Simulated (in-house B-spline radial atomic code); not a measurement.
## Binding energies in Rb⁺

NIST's tabulated ground configuration is [Ar] 3d10 4s2 4p6; each binding energy is the energy of the ion with one electron taken from that subshell, relaxed, less that of the parent. Computed with an all-electron radial atomic-structure program (B-spline basis): Dirac-Hartree-Fock, average of configuration, Fermi nucleus of rms radius 4.2036 fm. Energies include first-order Breit, QED and recoil terms.

```csv
subshell,X-ray name,binding energy (eV),-ε (eV),relaxation (eV)
1s,K,15211.9,15302.0,54.1
2s,L1,2084.2,2114.5,27.1
2p1/2,L2,1878,1910.8,29.7
2p3/2,L3,1818.3,1849.5,29.1
3s,M1,338.4,347.3,8.5
3p1/2,M2,263.8,272.7,8.6
3p3/2,M3,254.6,263.1,8.4
3d3/2,M4,123.9,132.8,8.9
3d5/2,M5,122.4,131.1,8.8
4s,N1,46.95,48.09,1.10
4p1/2,N2,27.18,28.13,0.93
4p3/2,N3,26.26,27.15,0.88
```

Relaxation = -ε minus the binding energy without Breit, QED and recoil terms.

Emission lines follow as differences of binding energies, with λ = 12398.42 eV·Å / E:

| line | holes | energy (eV) | wavelength (Å) |
| --- | --- | --- | --- |
| K-L3 | 1s → 2p3/2 | 13393.6 | 0.9257 |
| K-L2 | 1s → 2p1/2 | 13333.9 | 0.92984 |
| K-M3 | 1s → 3p3/2 | 14957.3 | 0.82892 |
| L3-M5 | 2p3/2 → 3d5/2 | 1695.9 | 7.3108 |
| L2-M4 | 2p1/2 → 3d3/2 | 1754.1 | 7.0683 |
| L1-M3 | 2s → 3p3/2 | 1829.6 | 6.7766 |
| L3-M1 | 2p3/2 → 3s | 1479.9 | 8.3779 |

Q: What screening constant σ does Moseley's law, E = (3/4)·13.6057 eV·(Z - σ)², need for K-L3?

A: σ = 0.77.

Q: What does it cost to remove both a 2s and a 2p1/2 electron?

A: 4042.1 eV, which is 79.92 eV more than the two single binding energies together.

Q: What does it cost to remove both a 2p1/2 and a 3s electron?

A: 2253.2 eV, which is 36.77 eV more than the two single binding energies together.

Q: What does it cost to remove both a 2p3/2 and a 3d3/2 electron?

A: 1979.4 eV, which is 37.22 eV more than the two single binding energies together.
